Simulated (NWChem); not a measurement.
System: C3HBFNO; SMILES C#CB(F)OC#N

Here is an NWChem input.

```
start job
memory heap 200 mb stack 900 mb global 1100 mb
geometry units angstroms noautoz
  C      1.957261    -1.580625     0.000000
  C      0.815462    -1.173416     0.000000
  B     -0.598428    -0.641045     0.000000
  F     -1.663286    -1.416859     0.000000
  O     -0.894514     0.722533     0.000000
  C      0.006235     1.657475     0.000000
  N      0.757196     2.546141     0.000000
  H      2.963918    -1.938558     0.000000
end
basis spherical
  * library def2-tzvp
end
dft
  xc xcamb88 1.00 lyp 0.81 vwn_5 0.19 hfexch 1.00
  cam 0.33 cam_alpha 0.19 cam_beta 0.46
  iterations 150
  semidirect filesize 400000000
  mulliken
end
task dft energy
```

Parts of the log:

```
             Northwest Computational Chemistry Package (NWChem) 7.3.0
             --------------------------------------------------------

 CS  symmetry detected

                             Geometry "geometry" -> ""
                             -------------------------

 Output coordinates in angstroms (scale by  1.889725989 to convert to a.u.)

  No.       Tag          Charge          X              Y              Z
 ---- ---------------- ---------- -------------- -------------- --------------
    1 C                    6.0000     2.14617609    -1.29644639     0.00000000
    2 C                    6.0000     0.96138802    -1.03992864     0.00000000
    3 B                    5.0000    -0.50936327    -0.69439362     0.00000000
    4 F                    9.0000    -1.46524641    -1.60108946     0.00000000
    5 O                    8.0000    -0.97887334     0.61959731     0.00000000
    6 C                    6.0000    -0.20625514     1.66292201     0.00000000
    7 N                    7.0000     0.42379602     2.64103510     0.00000000
    8 H                    1.0000     3.19059481    -1.52153280     0.00000000

 Effective nuclear repulsion energy (a.u.)     227.4454617127

      Symmetry information
      --------------------

 Group name             Cs
 Group number              2
 Group order               2
 No. of unique centers     8

                                 NWChem DFT Module
                                 -----------------

 Summary of "ao basis" -> "ao basis" (spherical)
 ------------------------------------------------------------------------------
       Tag                 Description            Shells   Functions and Types
 ---------------- ------------------------------  ------  ---------------------
 C                         def2-tzvp                11       31   5s3p2d1f
 B                         def2-tzvp                11       31   5s3p2d1f
 F                         def2-tzvp                11       31   5s3p2d1f
 O                         def2-tzvp                11       31   5s3p2d1f
 N                         def2-tzvp                11       31   5s3p2d1f
 H                         def2-tzvp                 4        6   3s1p

      Symmetry analysis of basis
      --------------------------

        a'        152
        a"         71

            General Information
            -------------------
          SCF calculation type: DFT
          Wavefunction type:  closed shell.
          No. of atoms     :     8
          No. of electrons :    48
           Alpha electrons :    24
            Beta electrons :    24
          Charge           :     0
          Spin multiplicity:     1
          Use of symmetry is: on ; symmetry adaption is: on
          Maximum number of iterations: 150
          AO basis - number of functions:   223
                     number of shells:    81
          Convergence on energy requested:  1.00D-06
          Convergence on density requested:  1.00D-05
          Convergence on gradient requested:  5.00D-04

              XC Information
              --------------
                     Hartree-Fock (Exact) Exchange  1.000
                   CAM-Becke88 Exchange Functional  1.000
                      VWN V Correlation Functional  0.190 local
              Lee-Yang-Parr Correlation Functional  0.810

           Range-Separation Parameters
           ---------------------------
           Alpha           :  0.19
           Beta            :  0.46
           Gamma           :  0.33
           Short-Range HF  :     F

             Grid Information
             ----------------
          Grid used for XC integration:  medium
          Radial quadrature: Mura-Knowles
          Angular quadrature: Lebedev.
          Tag              B.-S. Rad. Rad. Pts. Rad. Cut. Ang. Pts.
          ---              ---------- --------- --------- ---------
          C                   0.70       49          12.0       434
          B                   0.85       49          11.0       434
          F                   0.50       49          12.0       434
          O                   0.60       49          12.0       434
          N                   0.65       49          13.0       434
          H                   0.35       45          12.0       434
          Grid pruning is: on
          Number of quadrature shells:   388
          Spatial weights used:  Erf1

      Superposition of Atomic Density Guess
      -------------------------------------

 Sum of atomic energies:        -366.56244408

      Non-variational initial energy
      ------------------------------

 Total energy =    -369.427851
 1-e energy   =    -951.444184
 2-e energy   =     354.570871
 HOMO         =      -0.369465
 LUMO         =      -0.026765

      Symmetry analysis of molecular orbitals - initial
      -------------------------------------------------

  Numbering of irreducible representations:

     1 a'          2 a"

  Orbital symmetries:

     1 a'          2 a'          3 a'          4 a'          5 a'
     6 a'          7 a'          8 a'          9 a'         10 a'
    11 a'         12 a'         13 a'         14 a'         15 a"
    16 a'         17 a'         18 a"         19 a'         20 a'
    21 a'         22 a"         23 a"         24 a'         25 a"
    26 a'         27 a'         28 a'         29 a"         30 a'
    31 a'         32 a"         33 a'         34 a'

     ---------------------------------------------
      Total Density - Mulliken Population Analysis
     ---------------------------------------------

    Atom       Charge   Shell Charges
 -----------   ------   -------------------------------------------------------
    1 C    6     6.01   0.86  1.12  0.61  0.42  0.08  1.15  1.33  0.41  0.01  0.02  0.01
    2 C    6     6.38   0.86  1.12  0.61  0.48  0.18  1.24  1.44  0.39  0.01  0.04  0.01
    3 B    5     4.12   0.91  1.07  0.48  0.31  0.04  0.65  0.36  0.06  0.09  0.10  0.04
    4 F    9     9.41   0.77  1.20  0.61  0.99  0.32  2.36  2.32  0.83  0.00  0.01  0.00
    5 O    8     8.38   0.79  1.18  0.58  0.92  0.25  1.90  2.07  0.67  0.00  0.02  0.00
    6 C    6     5.14   0.86  1.12  0.57  0.33  0.04  0.94  0.91  0.22  0.04  0.08  0.03
    7 N    7     7.82   0.82  1.15  0.63  0.93  0.27  1.53  1.69  0.76  0.01  0.03  0.00
    8 H    1     0.75   0.22  0.42  0.09  0.02

   convergence    iter        energy       DeltaE   RMS-Dens  Diis-err
 ---------------- ----- ----------------- --------- --------- ---------
 d= 0,ls=0.0,diis     1   -369.4078721872 -5.97D+02  6.77D-03  1.90D+00
 d= 0,ls=0.0,diis     2   -369.2706560624  1.37D-01  3.38D-03  3.36D+00
 d= 0,ls=0.0,diis     3   -369.5823850382 -3.12D-01  9.86D-04  1.99D-01
 d= 0,ls=0.0,diis     4   -369.5991778197 -1.68D-02  3.23D-04  3.59D-02
 d= 0,ls=0.0,diis     5   -369.6021664202 -2.99D-03  9.99D-05  1.81D-03
  Resetting Diis
 d= 0,ls=0.0,diis     6   -369.6023266814 -1.60D-04  3.56D-05  1.90D-04
 d= 0,ls=0.0,diis     7   -369.6023467852 -2.01D-05  3.03D-05  5.55D-05
 d= 0,ls=0.0,diis     8   -369.6023382650  8.52D-06  1.84D-05  1.38D-04
 d= 0,ls=0.0,diis     9   -369.6023531285 -1.49D-05  4.47D-06  5.93D-07
 d= 0,ls=0.0,diis    10   -369.6023532066 -7.81D-08  3.63D-06  1.54D-07

         Total DFT energy =     -369.602353206597
      One electron energy =     -954.753725063917
           Coulomb energy =      404.178008772330
    Exchange-Corr. energy =      -46.472098627673
 Nuclear repulsion energy =      227.445461712662

 Numeric. integr. density =       48.000000528166

                  Occupations of the irreducible representations
                  ----------------------------------------------

                     irrep           alpha         beta
                     --------     --------     --------
                     a'               20.0         20.0
                     a"                4.0          4.0

                       DFT Final Molecular Orbital Analysis
                       ------------------------------------

 Vector   22  Occ=2.000000D+00  E=-4.055732D-01  Symmetry=a'
              MO Center= -1.1D-03,  1.9D+00,  2.9D-15, r^2= 1.8D+00
   Bfn.  Coefficient  Atom+Function         Bfn.  Coefficient  Atom+Function
  ----- ------------  ---------------      ----- ------------  ---------------
   192      0.270706  7 N  px               161      0.226661  6 C  px
   195      0.210367  7 N  px               130     -0.191749  5 O  px
   164      0.185640  6 C  px               193     -0.177942  7 N  py
   133     -0.157640  5 O  px               196     -0.142828  7 N  py
   162     -0.130533  6 C  py               198      0.128774  7 N  px

 Vector   23  Occ=2.000000D+00  E=-3.948685D-01  Symmetry=a'
              MO Center=  1.5D+00, -1.1D+00, -1.5D-16, r^2= 1.7D+00
   Bfn.  Coefficient  Atom+Function         Bfn.  Coefficient  Atom+Function
  ----- ------------  ---------------      ----- ------------  ---------------
     7      0.303060  1 C  py                38      0.294055  2 C  py
    41      0.244548  2 C  py                10      0.241208  1 C  py
    13      0.140627  1 C  py                44      0.112429  2 C  py
    37      0.071963  2 C  px                99      0.066663  4 F  px
     6      0.062375  1 C  px               102      0.051262  4 F  px

 Vector   24  Occ=2.000000D+00  E=-3.919422D-01  Symmetry=a"
              MO Center=  4.8D-01,  8.8D-01, -5.1D-18, r^2= 4.3D+00
   Bfn.  Coefficient  Atom+Function         Bfn.  Coefficient  Atom+Function
  ----- ------------  ---------------      ----- ------------  ---------------
   194      0.265960  7 N  pz               132     -0.214104  5 O  pz
   197      0.209530  7 N  pz               163      0.188601  6 C  pz
   135     -0.181450  5 O  pz                 8      0.179495  1 C  pz
    39      0.178322  2 C  pz               166      0.157995  6 C  pz
    42      0.147360  2 C  pz                11      0.143894  1 C  pz

 Vector   25  Occ=0.000000D+00  E=-3.959372D-02  Symmetry=a"
              MO Center=  6.0D-01, -8.7D-01, -3.3D-15, r^2= 3.6D+00
   Bfn.  Coefficient  Atom+Function         Bfn.  Coefficient  Atom+Function
  ----- ------------  ---------------      ----- ------------  ---------------
    14      0.424328  1 C  pz                73     -0.325463  3 B  pz
    70     -0.314232  3 B  pz                45     -0.295222  2 C  pz
     8      0.256377  1 C  pz                11      0.200683  1 C  pz
    76     -0.181421  3 B  pz               107      0.144759  4 F  pz
   101      0.142458  4 F  pz               138      0.137631  5 O  pz

 Vector   26  Occ=0.000000D+00  E= 2.327269D-02  Symmetry=a'
              MO Center=  1.2D+00, -7.9D-01,  1.7D-16, r^2= 4.1D+00
   Bfn.  Coefficient  Atom+Function         Bfn.  Coefficient  Atom+Function
  ----- ------------  ---------------      ----- ------------  ---------------
    13      0.587784  1 C  py               191      0.588686  7 N  s
    44     -0.515527  2 C  py                67     -0.490975  3 B  s
    36      0.428587  2 C  s                160     -0.367849  6 C  s
   168     -0.343289  6 C  py                75     -0.315080  3 B  py
     5     -0.299684  1 C  s                  7      0.271510  1 C  py

 Vector   27  Occ=0.000000D+00  E= 4.041169D-02  Symmetry=a'
              MO Center= -3.4D-01, -2.5D-01,  1.2D-14, r^2= 7.0D+00
   Bfn.  Coefficient  Atom+Function         Bfn.  Coefficient  Atom+Function
  ----- ------------  ---------------      ----- ------------  ---------------
    67      3.138020  3 B  s                  5     -2.195018  1 C  s
    43      2.136451  2 C  px               191     -1.278621  7 N  s
    12      0.976380  1 C  px               168      0.810572  6 C  py
     4     -0.744423  1 C  s                 71      0.738393  3 B  px
    44     -0.724554  2 C  py                74      0.589593  3 B  px

     ---------------------------------------------
      Total Density - Mulliken Population Analysis
     ---------------------------------------------

    Atom       Charge   Shell Charges
 -----------   ------   -------------------------------------------------------
    1 C    6     6.10   0.86  1.11  0.59  0.43  0.06  1.28  1.24  0.49  0.01  0.02  0.01
    2 C    6     6.10   0.86  1.11  0.58  0.29  0.16  1.32  1.36  0.37  0.01  0.02  0.01
    3 B    5     4.66   0.91  1.06  0.51  0.27  0.02  0.99  0.48  0.07  0.12  0.18  0.05
    4 F    9     9.18   0.77  1.20  0.62  0.94  0.39  2.30  2.08  0.87  0.00  0.01  0.00
    5 O    8     8.20   0.79  1.18  0.58  0.88  0.32  1.95  1.88  0.59  0.00  0.02  0.00
    6 C    6     5.94   0.86  1.11  0.57  0.43  0.03  1.32  1.14  0.31  0.04  0.10  0.02
    7 N    7     7.05   0.82  1.15  0.63  0.79  0.27  1.44  1.26  0.64  0.01  0.03  0.00
    8 H    1     0.77   0.26  0.44  0.05  0.02

     -------------------------------------------
      Total Density - Lowdin Population Analysis
     -------------------------------------------

    Atom       Charge   Shell Charges
 -----------   ------   -------------------------------------------------------
    1 C    6     5.98   0.91  1.03  0.38  0.38  0.19  1.10  1.23  0.59  0.01  0.12  0.04
    2 C    6     6.00   0.91  1.03  0.35  0.35  0.19  1.12  1.24  0.58  0.01  0.18  0.04
    3 B    5     5.75   0.95  0.99  0.31  0.23  0.12  0.85  0.74  0.25  0.23  0.76  0.33
    4 F    9     8.62   0.86  1.10  0.57  0.65  0.34  2.14  2.04  0.90  0.00  0.02  0.00
    5 O    8     7.53   0.87  1.08  0.48  0.48  0.25  1.76  1.76  0.76  0.00  0.09  0.01
    6 C    6     6.30   0.91  1.03  0.37  0.31  0.15  1.13  1.18  0.53  0.05  0.55  0.09
    7 N    7     6.96   0.89  1.06  0.48  0.53  0.33  1.28  1.47  0.78  0.01  0.10  0.02
    8 H    1     0.86   0.24  0.38  0.17  0.07

     Multipole analysis of the density
     ---------------------------------

     L   x y z        total         alpha         beta         nuclear
     -   - - -        -----         -----         ----         -------
     0   0 0 0     -0.000000    -24.000000    -24.000000     48.000000

     1   1 0 0      0.409757      0.204878      0.204878      0.000000
     1   0 1 0     -1.218321     -0.609160     -0.609160     -0.000000
     1   0 0 1     -0.000000     -0.000000     -0.000000      0.000000

     2   2 0 0    -24.090335   -142.674197   -142.674197    261.258060
     2   1 1 0     -5.355176      4.001024      4.001024    -13.357223
     2   1 0 1      0.000000      0.000000      0.000000      0.000000
     2   0 2 0    -36.471472   -219.749538   -219.749538    403.027604
     2   0 1 1      0.000000      0.000000      0.000000      0.000000
     2   0 0 2    -27.647914    -13.823957    -13.823957      0.000000
```

Level: CAM-B3LYP/def2-TZVP. Geometry: optimised at B3LYP/6-31G* (spherical d).
